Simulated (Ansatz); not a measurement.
Ansatz (a quantum-chemistry and plane-wave program) input (PBE-QIDH/def2-TZVPD):

Ansatz 0.2 input:
```yaml
crystal:
  periodic: [false, false, false]
  atoms:
    - {symbol: B, position_ang: [-0.23858232, -0.00199056, -1.32852059]}
    - {symbol: H, position_ang: [-0.34039407, 1.05302637, -1.89939799]}
    - {symbol: H, position_ang: [-0.34121778, -1.05871324, -1.89608599]}
    - {symbol: C, position_ang: [0.01327516, 0.00011076, 0.07392131]}
    - {symbol: O, position_ang: [0.22435906, 0.00187189, 1.24931988]}
basis:
  gaussian:
    orbitals: def2-TZVPD
hamiltonian:
  xc: {name: PBE-QIDH}
total_charge: -1
magnetization: {spin_polarized: false}
correlation: {electrons: outside_noble_gas}
```

End of the output:

```
integrals: 0.10 GiB planned
863 factors; integrals over basis functions are off by at most 1.2e-3 eV
mean field: 0.42 GiB planned
mean field evaluation 1: about -3780.9895 eV, gradient 2.9e1 eV
mean field evaluation 2: about -3780.9904 eV, gradient 2.9e1 eV
mean field evaluation 4: about -3783.5122 eV, gradient 3.5e0 eV
mean field evaluation 8: about -3783.5492 eV, gradient 5.7e-1 eV
mean field evaluation 16: about -3783.5506 eV, gradient 6.8e-5 eV
mean field -3783.55061396 eV, -139.0429204805 hartree, gradient 2.3e-6 eV, S^2 0.000000; 0 other end points of the search recorded, 0 dependent functions left out
3 core orbitals not correlated
reference -3783.55062852 eV, -139.0429210155 hartree; 8, 8 occupied and 121, 121 virtual orbitals, 863 factors
second order -15.66893889 eV of doubles, -0.00000000 eV of singles
Total energy: -3788.77360815 eV, -139.2348619767 hartree
```

It need not be the lowest isomer of its formula. Whether it binds its extra electron was not tested at this geometry.
